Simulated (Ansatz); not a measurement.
Calculated with Ansatz (gas phase, PBE0-D4/def2-TZVP geometries, no zero-point term in ΔE). CBS: MP2 limit from def2 TZ/QZ plus the TZ coupled-cluster correction, frozen cores. This one scheme is used for every species. Functionals use def2-TZVPP. Each species was taken in one conformer, which may not be the lowest.

`N[SiH2][SiH](O)O` → `N[SiH](O)O` + `[SiH2]`  (silylene formation by 1,1-elimination)

`N[SiH2][SiH](O)O`:

Cartesian coordinates in Å:
```
N 1.430 0.325 -1.224
Si -0.257 -0.070 -1.298
Si -0.891 -0.128 0.955
O 0.036 -1.347 1.577
O -0.565 1.330 1.652
H 2.029 -0.294 -0.698
H 1.900 0.633 -2.062
H -0.931 1.043 -2.022
H -0.605 -1.330 -2.025
H -2.325 -0.359 1.270
H -0.069 -1.555 2.508
H 0.250 1.751 1.367
```

`N[SiH](O)O`:

```xyz
9

N     0.337   -0.788   -0.921
Si    0.274    0.343    0.366
O    -0.390   -0.427    1.653
O    -0.538    1.656   -0.185
H     0.595   -0.478   -1.844
H     0.681   -1.720   -0.749
H     1.544    0.887    0.881
H    -1.165   -0.966    1.487
H    -1.338    1.494   -0.688
```

`[SiH2]`:

Z-matrix (Å, degrees):
```
Si
H 1 1.525
H 1 1.525 2 91.2
```

```tsv
level	ΔE (kJ/mol)
r2SCAN-D4	215.2
CAM-B3LYP	188.5
```

Task: What does CCSD(T)/CBS give? (An estimate is asked.)

Result: Computed: +191.8 kJ/mol. The listed levels differ from it by 23.4, -3.3 kJ/mol.

Largest T1 diagnostic among the species: 0.014.

From PBE to PBE0 (25 % exact exchange), in def2-TZVPP and without D4, ΔE moves by +3.1 kJ/mol. The D4 term adds +13.9 kJ/mol with B3LYP and +7.8 kJ/mol with PBE0; it sums over pairs of atoms, weighted by their polarisabilities, and B3LYP, whose exchange is more repulsive, gets the larger term.

CCSD(T)/CBS has its own doubt, a few kJ/mol and more with outer-core shells, so smaller differences from it don't rank the levels.

B3LYP here is the variant with VWN-RPA as its local correlation; programs differ in this.
